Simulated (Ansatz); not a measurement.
Input and output for `C[BH-](C)[S+](C)C`.

```yaml
crystal:
  periodic: [false, false, false]
  atoms:
    - {symbol: C, position_ang: [0.064159, -1.734481, -0.007768]}
    - {symbol: B, position_ang: [0.997787, -0.453671, -0.268142]}
    - {symbol: C, position_ang: [2.070920, -0.126640, 0.886158]}
    - {symbol: S, position_ang: [-0.111426, 1.199789, -0.402901]}
    - {symbol: C, position_ang: [-1.307736, 0.838509, -1.681435]}
    - {symbol: C, position_ang: [-1.173298, 1.211287, 1.038716]}
    - {symbol: H, position_ang: [-0.425364, -1.731585, 0.973691]}
    - {symbol: H, position_ang: [-0.706013, -1.913719, -0.765473]}
    - {symbol: H, position_ang: [0.704554, -2.623790, -0.018931]}
    - {symbol: H, position_ang: [1.467009, -0.401373, -1.395164]}
    - {symbol: H, position_ang: [2.804606, -0.939445, 0.919083]}
    - {symbol: H, position_ang: [1.632179, -0.075675, 1.890646]}
    - {symbol: H, position_ang: [2.636723, 0.796495, 0.723737]}
    - {symbol: H, position_ang: [-0.744412, 0.700350, -2.603763]}
    - {symbol: H, position_ang: [-1.847951, -0.077826, -1.445502]}
    - {symbol: H, position_ang: [-1.996484, 1.675706, -1.792422]}
    - {symbol: H, position_ang: [-0.527801, 1.342332, 1.906626]}
    - {symbol: H, position_ang: [-1.706642, 0.264464, 1.121149]}
    - {symbol: H, position_ang: [-1.872714, 2.044773, 0.977996]}
basis:
  gaussian: {orbitals: x2c-TZVPPall}
magnetization: {spin_polarized: true, initial_magnetization: 2}
hamiltonian: {xc: {name: BLYP}, dispersion: d3bj}
accuracy: high
scf: {lower_state_search: off}
```

```sh
$ ansatz run in.yaml --threads 4 --pin off --events-out ev --progress --plain --max-ram 11315MiB
```

It prints (some lines left out):

```
Functional definition: BLYP
6937 factors; integrals over basis functions are off by at most 7.0e-8 eV
mean field evaluation 1: about -15863.3899 eV, gradient 8.5e1 eV
mean field evaluation 2: about -15771.3735 eV, gradient 1.4e2 eV
mean field evaluation 4: about -15888.4213 eV, gradient 3.5e1 eV
mean field evaluation 8: about -15896.8358 eV, gradient 2.6e0 eV
mean field evaluation 16: about -15896.8675 eV, gradient 1.4e-2 eV
mean field evaluation 32: about -15896.8675 eV, gradient 2.3e-7 eV
mean field -15896.86752653 eV, -584.1991063163 hartree, gradient 9.8e-8 eV, S^2 2.002636; 0 other end points of the search recorded, 0 dependent functions left out
reference -15896.86760214 eV, -584.1991090948 hartree; 30, 28 occupied and 349, 351 virtual orbitals, 6937 factors
Total energy: -15897.87058475 eV, -584.2359680259 hartree
Relativity: scalar
Checks for a lower state left out: stability, starts, cluster_reference, orbital_swaps, neighbouring_geometries, increment
```

Run time 47 s (4 threads of an Arm Neoverse V2 on a shared host); peak host memory 3.9 GiB.
